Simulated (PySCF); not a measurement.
## Electron correlation in Al (aluminium, neutral)

[Ne] 3s2 3p1, 2P determinant. Computed with PySCF 2.14 in ANO-RCC-VTZP (5s4p2d1f, 34 functions), with the spin-free X2C one-electron Hamiltonian (Gaussian nucleus). Frozen: [Ne]; 3 electrons correlated.

| level | correlation energy (mhartree) |
| --- | --- |
| CCSD | -50.75 |
| (T) | -1.04 |
| CCSD(T) | -51.79 |
| CCSDT | -52.28 |
| FCI | -52.28 |

Diagnostics: T1 = 0.017, D1 = 0.0388, largest double amplitude 0.105, weight of the Hartree-Fock determinant in FCI 0.9251 (11774 determinants).

Cost of the coupled-cluster step: about 0.3 core-seconds, for 3 correlated electrons.
